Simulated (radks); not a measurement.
Species: Be+. Configuration: [He] 2p1 (not the ground configuration). Calculated with a radial shooting solver on a logarithmic mesh with Libxc functionals: non-relativistic Kohn-Sham, BLYP, spin-polarised, spherical densities, point nucleus; open shells are filled with parallel spins first.

Radial electron density D(r) = 4 pi r^2 rho(r):

r (bohr)  D(r) (e/bohr)  spin D(r)
0.02586          0.2369  -0.000381
0.03184          0.3423  -0.000548
0.0392           0.4891  -0.000779
0.04826          0.6895   -0.00109
0.05942          0.9560   -0.00148
0.07258           1.284   -0.00194
0.08936           1.704   -0.00247
0.11              2.194   -0.00295
0.1355            2.724   -0.00317
0.1668            3.236   -0.00274
0.2037            3.633   -0.00110
0.2508            3.850    0.00290
0.3088            3.781     0.0107
0.3802            3.394     0.0246
0.4681            2.741     0.0470
0.5717            1.995     0.0794
0.7039            1.275      0.127
0.8667           0.7568      0.189
1.067            0.4866      0.263
1.314            0.4056      0.339
1.617            0.4074      0.394
1.976            0.4009      0.399
2.432            0.3424      0.342
2.995            0.2383      0.238
3.687            0.1288      0.129
4.54            0.05130     0.0513
5.545           0.01501     0.0150
6.827          0.002715    0.00272
8.405         0.0002883   0.000288

D(r) has 2 maxima, at r = 0.265, 1.74 bohr, and minima at 1.41 bohr, inside which lie 2.20 electrons.
